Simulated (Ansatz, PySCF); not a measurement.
Spin states of HOPt (SMILES [OH][Pt]), each relaxed with B3LYP-D3(BJ)/def2-TZVP.
State 1 (charge 0, multiplicity 2):
```xyz
3

Pt    -0.9332    -0.6419    -0.8105
O      0.4732    -0.1383     0.3207
H      0.4267     0.8275     0.4195
```
State 2 (charge 0, multiplicity 4):
| atom | x (Å) | y (Å) | z (Å) |
|---|---|---|---|
| Pt | -0.9971 | -0.7228 | -0.8700 |
| O | 0.4564 | -0.0915 | 0.3145 |
| H | 0.5076 | 0.8616 | 0.4852 |

```csv
level,energy of the multiplicity-4 state less that of the multiplicity-2 state (kJ/mol),cost
SVWN5/def2-TZVPP,144.4,×0.5
PBE-D3(BJ)/def2-TZVPP,127.9,×1
PBE-D4/def2-TZVPP,127.9,×1
BLYP/def2-TZVPP,127.5,×1
BLYP-D3(BJ)/def2-TZVPP,127.6,×1
r2SCAN-D3(BJ)/def2-TZVPP,113.5,×2
r2SCAN-D4/def2-TZVPP,113.5,×2
B97M-V/def2-TZVPP,117.6,×4
r2SCANh/def2-TZVPP,110.8,×1
B3LYP/def2-TZVPP,122.1,×0.7
B3LYP-D4/def2-TZVPP,122.2,×0.7
PBE0-D3(BJ)/def2-TZVPP,118.4,×0.7
PBE0-D4/def2-TZVPP,118.4,×0.7
BHLYP/def2-TZVPP,107.6,×0.8
BHLYP-D4/def2-TZVPP,107.7,×0.8
CAM-B3LYP/def2-TZVPP,117.8,×0.7
CAM-B3LYP-D3(BJ)/def2-TZVPP,117.8,×0.7
CAM-B3LYP-D4/def2-TZVPP,117.8,×0.7
B2PLYP/def2-TZVPP,130.2,×1
B2PLYP-D3(BJ)/def2-TZVPP,130.2,×1
```

The rows run from 107.6 (BHLYP/def2-TZVPP) to 144.4 kJ/mol (SVWN5/def2-TZVPP). The dispersion term adds 0.0 in BLYP-D3(BJ), 0.0 in B3LYP-D4, 0.0 in BHLYP-D4. The 8 functionals in def2-TZVPP without D3 or D4 span 36.8, from BHLYP to SVWN5.

Singlets are restricted, other states unrestricted; no spin–orbit coupling, no relativity up to Kr; see below for the cores. The largest T1 diagnostic is 0.081.

Correlated levels freeze the inner cores; with def2 sets outer-core shells near the valence are correlated too.

Run with Ansatz (an electronic-structure program) with Gaussian orbitals; PySCF for the dispersion terms. Each number belongs to the level named beside it. In def2 rows elements past Kr take small-core potentials, without spin–orbit coupling.

Costs are rough ratios of core time to PBE/def2-TZVPP (about 19 s over the structures, on one shared machine); a dash marks a level with no comparable run of its own.
